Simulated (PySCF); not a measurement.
FH3OSiZn, SMILES [F][Zn][O][SiH3].

Coordinates come from a r2SCAN-D4/def2-SVP optimisation. The structure was generated by enumeration; whether it is a known compound was not checked. Other conformers were not sampled.

Level of theory: r2SCAN-D4/def2-SVP run with PySCF.

Frequencies are harmonic and unscaled.

| mode | ν (cm⁻¹) | IR (km/mol) | Raman (Å⁴/amu) | depolarisation | moving atoms (share of kinetic energy) |
|---|---|---|---|---|---|
| 1 | 48 | 0.0 | 0.1 | 0.75 | H 67 %, O 17 %, F 11 % |
| 2 | 73 | 2.2 | 0.3 | 0.45 | F 33 %, Si 24 %, O 21 %, Zn 11 %, H 11 % |
| 3 | 155 | 34.5 | 0.2 | 0.75 | Zn 37 %, F 33 %, O 28 % |
| 4 | 167 | 28.7 | 0.1 | 0.48 | Zn 37 %, F 24 %, O 24 %, Si 11 % |
| 5 | 484 | 2.5 | 14.5 | 0.25 | O 36 %, Si 27 %, F 19 %, Zn 9 %, H 8 % |
| 6 | 726 | 64.7 | 10.6 | 0.75 | H 84 %, Si 9 % |
| 7 | 730 | 26.8 | 3.6 | 0.16 | F 42 %, H 35 %, Zn 18 % |
| 8 | 743 | 77.5 | 7.7 | 0.53 | H 47 %, F 22 %, O 11 %, Zn 11 %, Si 9 % |
| 9 | 945 | 83.1 | 28.6 | 0.75 | H 96 % |
| 10 | 953 | 80.3 | 25.5 | 0.74 | H 96 % |
| 11 | 1012 | 383.6 | 17.7 | 0.71 | H 87 %, Si 12 % |
| 12 | 1038 | 292.8 | 4.3 | 0.50 | O 77 %, Si 14 % |
| 13 | 2184 | 196.1 | 79.3 | 0.75 | H 96 % |
| 14 | 2190 | 125.1 | 164.2 | 0.13 | H 98 % |
| 15 | 2228 | 143.0 | 176.4 | 0.19 | H 97 % |
